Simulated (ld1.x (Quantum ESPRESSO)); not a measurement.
# Which change was made? (Tc, TM semilocal)

```json
{
 "Element": "technetium",
 "Generator": "ld1.x (Quantum ESPRESSO) 7.5",
 "Type": "norm-conserving Troullier–Martins (semilocal form)",
 "Functional": "LDA (PZ)",
 "Relativity": "scalar-relativistic",
 "Frozen core": "[Kr]",
 "Valence charge": "7",
 "Reference configuration": "4d5 5s0 5p0 (charge +2)",
 "Partial waves": "5p (bound, empty): rc 2.75 bohr; 4d (bound): rc 1.55 bohr; 5s (bound, empty): rc 2.10 bohr",
 "Local potential": "the s channel",
 "Core correction": "none"
}
```

Cutoffs, loose and tight: the cutoffs (Ry, on a coarse ladder) from which the occupation-weighted sum of valence levels, in a spherical-Bessel basis at the reference potential, stays within 10 and 1 mRy of its value at 400 Ry. They do not see the model core or the augmentation charge, which bear on the density cutoff. Test errors are all-electron minus pseudo excitation energies from the reference, over the configurations 4d5 5s2 5p0; 4d5 5s1 5p0; 4d4 5s0 5p0; 4d6 5s0 5p0; 4d3 5s0 5p0; 4d5 5s0 5p2; 4d5 5s0 5p1 (two spin-polarised tests are not counted in the largest error); variants that change the core or the reference have their own tests. The largest error is taken over the tests solved by every variant that gives reliable tests at all, those not shown here included: 4d3 5s0 5p0; 4d4 5s0 5p0; 4d5 5s0 5p1; 4d5 5s0 5p2; 4d5 5s1 5p0; 4d5 5s2 5p0; 4d6 5s0 5p0.

The base gives: outcome: generated; cutoff, loose: 50 Ry; cutoff, tight: 60 Ry; bound ghosts: none; largest test error (meV): -172.

(1) After one change the result is: outcome: generated, overlap not positive; bound ghosts: p (s not tested, overlap not positive); largest test error (meV): test run stopped at test 1 of 9 (negative rho). Which change was it?
A. core correction a·sin(br)/r model core inside 0.62 bohr
B. type PAW, which also changes the form from semilocal to separable; waves now 5s (bound): rcut 1.85, rcutus 2.10 bohr; 5s channel at -0.65 Ry: rcut 1.85, rcutus 2.10 bohr; 5p (bound): rcut 2.40, rcutus 2.75 bohr; 5p channel at -0.15 Ry: rcut 2.40, rcutus 2.75 bohr; 4d (bound): rcut 1.35, rcutus 1.55 bohr; 4d channel at -1.05 Ry: rcut 1.35, rcutus 1.55 bohr; local potential all-electron potential smoothed inside 1.70 bohr (lloc = -1); core correction a·sin(br)/r model core, default radius (ld1.x builds one for every PAW set, though the input has nlcc=.false.); augmentation PSQ, radius 1.10 bohr
C. functional PBEsol
D. all radii scaled by about 0.83 (s 1.74, p 2.28, d 1.28 bohr)

Results:

(1) B. The others give: all radii scaled by about 0.83 (s 1.74, p 2.28, d 1.28 bohr) → outcome: generated; cutoff, loose: 55 Ry; cutoff, tight: 80 Ry; bound ghosts: s (extra level of the local part); largest test error (meV): +191 | core correction a·sin(br)/r model core inside 0.62 bohr → outcome: generated; cutoff, loose: 50 Ry; cutoff, tight: 60 Ry; bound ghosts: none; largest test error (meV): -753 | functional PBEsol → outcome: generated; cutoff, loose: 50 Ry; cutoff, tight: 60 Ry; bound ghosts: none; largest test error (meV): -218. A file whose overlap is not positive is unfit for use, and its test errors describe a broken file. In the semilocal form every listed channel keeps its own potential, so the choice of the local channel does not act on these tests. It acts once the file is put into the separable form.
